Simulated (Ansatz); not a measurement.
Ansatz results at the PBE0-D4/def2-TZVP geometry: LUMO energy (PBE/def2-TZVPP) -1.97 eV; LUMO energy (PBE0/def2-TZVPP) -1.20 eV; size of the dipole moment (ωB97M-V/def2-TZVPP) 2.51 D.

Each molecule was computed in one conformer, which needn't be the lowest.

Q: Which molecule gave them?
A. `OC1[SiH2]S1`
B. `[F][GeH2][C]1=CC1`
C. `Cl[SiH2][GeH]1[CH2][O]1`
D. `C#C[SiH2]C(=O)O`

A: C. The others give `[F][GeH2][C]1=CC1`: -1.63, -0.63, 1.80; `OC1[SiH2]S1`: -1.27, -0.44, 1.17; `C#C[SiH2]C(=O)O`: -1.95, -0.94, 2.16.
